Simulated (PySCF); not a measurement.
## Electron correlation in O (oxygen, neutral)

[He] 2s2 2p4, high-spin 3P determinant. Calculation: PySCF 2.14, in dyall-av3z (15s9p3d2f, 71 functions); the non-relativistic Hamiltonian (point nucleus). Frozen: 1s2; 6 electrons correlated; the 14 highest virtual orbitals of each spin left out.

```tsv
level	correlation energy (mhartree)
CCSD	-166.93
(T)	-3.59
CCSD(T)	-170.52
```

Diagnostics: T1 = 0.0077, D1 = 0.0126, largest double amplitude 0.026.

Question: Is a single reference adequate?

Answer: Yes: T1 lies below 0.03 and no double amplitude reaches 0.07.
